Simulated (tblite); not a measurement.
Compound: C5H13BOS.
Numbering: `[CH3:1][O:2][CH2:3][S:4][CH2:5][B:6]([CH3:7])[CH3:8]` (hydrogens: H9, H10, H11 on C1; H12, H13 on C3; H14, H15 on C5; H16, H17, H18 on C7; H19, H20, H21 on C8)

Computed with GFN2-xTB (tblite), gas phase: L-BFGS steps from a force-field or distance-geometry start until the largest atomic force falls under 0.01 eV/Å.

Step 39: E = -703.4300 eV
```
atom  x, y, z in Å  |  force x, y, z in eV/Å
C1      3.3084    0.1254    0.6158    0.012   0.008   0.004
O2      2.1445   -0.6686    0.5284    0.013   0.057  -0.070
C3      1.5561   -0.6671   -0.7217   -0.044   0.058  -0.027
S4      0.6704    0.8988   -1.1443    0.024  -0.024   0.035
C5     -0.3741    1.1228    0.3643    0.041  -0.028  -0.006
B6     -1.6573    0.2001    0.2430    0.036  -0.016  -0.055
C7     -1.5558   -1.3481    0.5353   -0.010  -0.005   0.025
C8     -3.0275    0.8316   -0.2150   -0.011  -0.011  -0.006
H9      3.0789    1.1923    0.5067   -0.026  -0.068  -0.034
H10     4.0320   -0.1627   -0.1571   -0.024   0.022   0.034
H11     3.7354   -0.0560    1.6002   -0.027   0.003   0.004
H12     2.2961   -0.7876   -1.5237   -0.073  -0.001  -0.023
H13     0.8220   -1.4729   -0.7517    0.080   0.007   0.054
H14     0.2994    0.8890    1.1899   -0.065  -0.012   0.023
H15    -0.5812    2.1940    0.3759    0.026  -0.062   0.002
H16    -2.4494   -1.7188    1.0358    0.027  -0.008   0.014
H17    -0.6924   -1.6247    1.1382   -0.029  -0.009  -0.011
H18    -1.4916   -1.9136   -0.3984   -0.010   0.080   0.035
H19    -3.8892    0.2384    0.0846    0.000   0.029  -0.008
H20    -3.0652    0.8975   -1.3037    0.067   0.001   0.023
H21    -3.1684    1.8471    0.1517   -0.006  -0.021  -0.012
```

Step 40: E = -703.4323 eV
```
atom  x, y, z in Å  |  force x, y, z in eV/Å
C1      3.3049    0.1284    0.6121   -0.001   0.012  -0.002
O2      2.1426   -0.6707    0.5286    0.042   0.089  -0.111
C3      1.5498   -0.6671   -0.7203   -0.012   0.047  -0.033
S4      0.6684    0.9025   -1.1400    0.059  -0.055   0.017
C5     -0.3688    1.1185    0.3714    0.022  -0.020   0.013
B6     -1.6526    0.2015    0.2419   -0.021  -0.064  -0.031
C7     -1.5543   -1.3468    0.5358   -0.001  -0.026   0.024
C8     -3.0224    0.8317   -0.2194   -0.018   0.002  -0.022
H9      3.0691    1.1938    0.4906   -0.008  -0.102  -0.020
H10     4.0345   -0.1624   -0.1567   -0.070   0.022   0.079
H11     3.7262   -0.0422    1.6017   -0.024   0.013  -0.032
H12     2.2873   -0.7933   -1.5244   -0.077   0.014  -0.014
H13     0.8140   -1.4710   -0.7480    0.067   0.007   0.057
H14     0.3044    0.8760    1.1942   -0.053  -0.016   0.033
H15    -0.5746    2.1882    0.3939    0.024  -0.007  -0.002
H16    -2.4456   -1.7179    1.0406    0.027   0.006   0.005
H17    -0.6891   -1.6236    1.1358   -0.028  -0.012  -0.009
H18    -1.4934   -1.9137   -0.3976   -0.014   0.082   0.039
H19    -3.8864    0.2385    0.0740    0.016   0.016  -0.007
H20    -3.0548    0.9007   -1.3081    0.066  -0.001   0.021
H21    -3.1682    1.8459    0.1482    0.005  -0.006  -0.005
```

Step 41: E = -703.4350 eV
```
atom  x, y, z in Å  |  force x, y, z in eV/Å
C1      3.2997    0.1330    0.6074   -0.018   0.013  -0.006
O2      2.1385   -0.6689    0.5276    0.058   0.088  -0.113
C3      1.5405   -0.6658   -0.7192    0.031   0.021  -0.035
S4      0.6635    0.9050   -1.1363    0.077  -0.061  -0.005
C5     -0.3615    1.1127    0.3813   -0.015  -0.011   0.028
B6     -1.6470    0.2022    0.2424   -0.076  -0.092   0.010
C7     -1.5522   -1.3457    0.5373    0.007  -0.036   0.021
C8     -3.0155    0.8318   -0.2248   -0.012   0.013  -0.031
H9      3.0588    1.1955    0.4698    0.009  -0.100  -0.004
H10     4.0352   -0.1631   -0.1549   -0.092   0.014   0.102
H11     3.7133   -0.0254    1.6030   -0.018   0.024  -0.061
H12     2.2742   -0.7996   -1.5248   -0.063   0.029  -0.027
H13     0.8049   -1.4693   -0.7414    0.042   0.003   0.054
H14     0.3127    0.8595    1.1993   -0.039  -0.022   0.040
H15    -0.5653    2.1809    0.4172    0.024   0.047  -0.005
H16    -2.4399   -1.7183    1.0468    0.012   0.018   0.000
H17    -0.6847   -1.6247    1.1322   -0.016  -0.014   0.001
H18    -1.4965   -1.9100   -0.3975   -0.018   0.063   0.028
H19    -3.8829    0.2392    0.0594    0.031  -0.003  -0.009
H20    -3.0368    0.9036   -1.3135    0.055  -0.001   0.012
H21    -3.1681    1.8446    0.1430    0.022   0.009   0.001
```

Step 42: E = -703.4377 eV
```
atom  x, y, z in Å  |  force x, y, z in eV/Å
C1      3.2935    0.1385    0.6023   -0.030   0.011  -0.005
O2      2.1340   -0.6648    0.5251    0.046   0.046  -0.072
C3      1.5304   -0.6642   -0.7186    0.062  -0.010  -0.032
S4      0.6582    0.9062   -1.1333    0.061  -0.037  -0.011
C5     -0.3539    1.1064    0.3927   -0.053   0.000   0.029
B6     -1.6422    0.2016    0.2444   -0.096  -0.075   0.050
C7     -1.5498   -1.3455    0.5395    0.008  -0.032   0.018
C8     -3.0081    0.8323   -0.2310    0.003   0.016  -0.027
H9      3.0490    1.1965    0.4477    0.018  -0.053   0.008
H10     4.0343   -0.1642   -0.1511   -0.076  -0.003   0.087
H11     3.6988   -0.0069    1.6031   -0.009   0.030  -0.065
H12     2.2592   -0.8058   -1.5257   -0.031   0.035  -0.060
H13     0.7953   -1.4675   -0.7329    0.017  -0.003   0.047
H14     0.3225    0.8413    1.2048   -0.036  -0.023   0.037
H15    -0.5547    2.1740    0.4425    0.027   0.071  -0.011
H16    -2.4333   -1.7194    1.0536   -0.014   0.018   0.001
H17    -0.6799   -1.6272    1.1283    0.005  -0.019   0.013
H18    -1.5003   -1.9044   -0.3977   -0.020   0.028   0.006
H19    -3.8789    0.2401    0.0427    0.037  -0.023  -0.013
H20    -3.0151    0.9063   -1.3194    0.039   0.003  -0.001
H21    -3.1679    1.8436    0.1373    0.041   0.019   0.002
```

Q: Estimate the geometry and energy of step 43. (The exact step hangs on the optimiser's Hessian estimate; all steps are aligned on step 42, rigid shifts and turns removed.)

A: E = -703.4396 eV, largest force 0.102 eV/Å
```
atom  x, y, z in Å  |  force x, y, z in eV/Å
C1      3.2882    0.1431    0.5980   -0.032   0.008  -0.001
O2      2.1317   -0.6619    0.5217    0.015  -0.011  -0.014
C3      1.5236   -0.6634   -0.7189    0.062  -0.028  -0.028
S4      0.6557    0.9068   -1.1305    0.022  -0.004   0.000
C5     -0.3491    1.1015    0.4023   -0.068   0.008   0.019
B6     -1.6403    0.2002    0.2470   -0.071  -0.026   0.069
C7     -1.5478   -1.3460    0.5415    0.002  -0.018   0.019
C8     -3.0024    0.8331   -0.2364    0.017   0.011  -0.011
H9      3.0411    1.1965    0.4302    0.017   0.013   0.009
H10     4.0329   -0.1648   -0.1464   -0.031  -0.021   0.042
H11     3.6873    0.0086    1.6020    0.001   0.029  -0.040
H12     2.2471   -0.8104   -1.5279    0.003   0.032  -0.093
H13     0.7875   -1.4655   -0.7255    0.007  -0.008   0.037
H14     0.3294    0.8262    1.2096   -0.044  -0.018   0.026
H15    -0.5458    2.1696    0.4624    0.029   0.059  -0.016
H16    -2.4283   -1.7200    1.0592   -0.038   0.008   0.008
H17    -0.6760   -1.6291    1.1256    0.020  -0.025   0.022
H18    -1.5036   -1.9001   -0.3977   -0.020  -0.003  -0.014
H19    -3.8752    0.2406    0.0291    0.030  -0.034  -0.018
H20    -2.9977    0.9087   -1.3242    0.027   0.008  -0.014
H21    -3.1672    1.8432    0.1329    0.054   0.020   0.000
```

The energy changes by -0.0020 eV. The first-order estimate −F·Δx gives -0.0028 eV and the mean of the old and new forces, exact on a quadratic surface, -0.0019 eV. The step makes an angle of 80° with the force vector and moves no atom by more than 0.022 Å.

What follows is the cost of the whole relaxation. The run took 1.5 s on Arm Neoverse N1, one thread, shared host with 64 logical CPUs at a one-minute load of 51.
